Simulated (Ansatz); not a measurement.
Isolated molecules relaxed with PBE0-D4/def2-TZVP in Ansatz; ΔE leaves out vibrations. CCSD(T)/CBS is the MP2 limit (def2-TZVPP, def2-QZVPP) plus CCSD(T) − MP2 in def2-TZVPP, frozen cores. Functionals use def2-TZVPP. B3LYP here is the variant with VWN-RPA as its local correlation; programs differ in this. Elements past krypton have def2 core potentials. For In outer-core shells are correlated without core-valence functions, which leaves a few kJ/mol of doubt a bond. Each species was taken in one conformer, which may not be the lowest.

Consider the ligand exchange at the Si–C bond: `C#CCC[SiH3]` + `[OH][In]([OH])[SH]` → `[OH][In]([SH])[O][SiH3]` + `C#CCC`.

```tsv
level	ΔE (kcal/mol)	difference from CCSD(T)/CBS
PBE-D4	-23.7	4.2
r2SCAN-D4	-27.0	0.9
PBE0-D4	-25.4	2.5
B3LYP-D4	-27.7	0.2
ωB97X-V	-27.2	0.7
ωB97M-V	-27.1	0.8
B2PLYP	-28.3	-0.4
PBE	-23.7	4.2
r2SCAN	-27.1	0.8
PBE0	-25.4	2.5
B3LYP	-27.7	0.2
HF/def2-TZVPP	-32.9	-5.0
MP2/def2-TZVPP	-28.1	-0.2
SCS-MP2/def2-TZVPP	-29.1	-1.2
CCSD/def2-TZVPP	-28.5	-0.6
CCSD(T)/def2-TZVPP	-27.9	0.0
HF/def2-QZVPP	-33.3	-5.4
MP2/def2-QZVPP	-28.3	-0.4
SCS-MP2/def2-QZVPP	-29.2	-1.3
HF/CBS(def2)	-33.3	-5.4
MP2/CBS(def2)	-28.2	-0.3
CCSD/CBS(def2)	-28.5	-0.6
CCSD(T)/CBS	-27.9	0
```

Largest T1 diagnostic among the species: 0.016.

From PBE to PBE0 (25 % exact exchange), in def2-TZVPP and without D4, ΔE moves by −1.7 kcal/mol. In def2-TZVPP, CCSD(T) changes the Hartree–Fock value by +5.0 kcal/mol (the triples alone add +0.6 kcal/mol) and MP2 by +4.7 kcal/mol.
